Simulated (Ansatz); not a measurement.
`[SiH3][SiH2][GeH2][GeH2][GeH2][SiH3]` + HI → `[SiH3][SiH2]I` + `[SiH3][GeH2][GeH2][GeH3]`  (cleavage of the Si–Ge bond)

Calculated with Ansatz (gas phase, PBE0-D4/def2-TZVP geometries, no zero-point term in ΔE). CBS: MP2 limit from def2 TZ/QZ plus the TZ coupled-cluster correction, frozen cores. Functionals use def2-TZVPP. Elements past krypton have def2 core potentials. For Ge, I outer-core shells are correlated without core-valence functions, which leaves a few kJ/mol of doubt a bond. Scalar relativity is left out up to krypton. Each species was taken in one conformer, which may not be the lowest.

Is it downhill or uphill in electronic energy at CCSD(T)/CBS, and by how much? (Best estimate.)

Ansatz gave: Downhill: ΔE = -0.56 eV.

What do these levels give: BLYP-D4, r2SCANh-D4, BHLYP-D4, ωB97X-V, revPBE, r2SCANh, BHLYP, HF/def2-TZVPP, CCSD/def2-TZVPP, HF/def2-QZVPP, HF/CBS(def2), CCSD/CBS(def2)? (Estimate.)

The calculation gave: BLYP-D4 -0.46, r2SCANh-D4 -0.55, BHLYP-D4 -0.57, ωB97X-V -0.56, revPBE -0.64, r2SCANh -0.60, BHLYP -0.72, HF/def2-TZVPP -0.85, CCSD/def2-TZVPP -0.53, HF/def2-QZVPP -0.88, HF/CBS(def2) -0.88, CCSD/CBS(def2) -0.60 eV.

Largest T1 diagnostic among the species: 0.012.

The D4 term adds +0.18 eV with B3LYP and +0.11 eV with PBE0; it sums over pairs of atoms, weighted by their polarisabilities, and B3LYP, whose exchange is more repulsive, gets the larger term. In def2-TZVPP, CCSD(T) changes the Hartree–Fock value by +0.37 eV (the triples alone add +0.04 eV) and MP2 by +0.29 eV. From PBE to PBE0 (25 % exact exchange), in def2-TZVPP and without D4, ΔE moves by −0.04 eV.

B3LYP here is the variant with VWN-RPA as its local correlation; programs differ in this.
